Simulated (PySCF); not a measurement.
CH5ClOSn. Atoms are numbered in the order given.

```xyz
9

Sn     0.4027    -0.1633     0.4391
Cl     0.7181     1.1690    -1.4779
O     -1.3302    -1.0777     0.1930
C     -2.5041    -0.3518    -0.0435
H      1.5630    -1.4048     0.4556
H      0.3140     0.9110     1.7656
H     -2.7660     0.3305     0.7900
H     -3.3370    -1.0653    -0.1579
H     -2.4522     0.2527    -0.9687
```

Coordinates come from a PBE0-D3(BJ)/def2-SVP optimisation. The def2 effective core potentials stand for the cores of Sn; spin–orbit coupling is left out. The values are those of a single conformer.

The numbers are results of PySCF with r2SCAN/def2-TZVP, not measurements.

Isolated molecule, no solvent.

```
Property                                                                                                       Result
---------------------------------------------------------------------------------------------  ----------------------
total energy                                                                                       -790.91955 hartree
highest occupied level                                                                                       -6.69 eV
lowest empty level                                                                                           -1.66 eV
orbital gap                                                                                                   5.03 eV
dipole moment                                                                                                  2.01 D
quadrupole, principal values (traceless, Buckingham form, about the centre of nuclear charge)   -7.22, 0.20, 7.02 D·Å
mean static polarisability                                                                       66.5 bohr³ (9.85 Å³)
polarisability, principal values                                                               58.0, 68.3, 73.1 bohr³
```
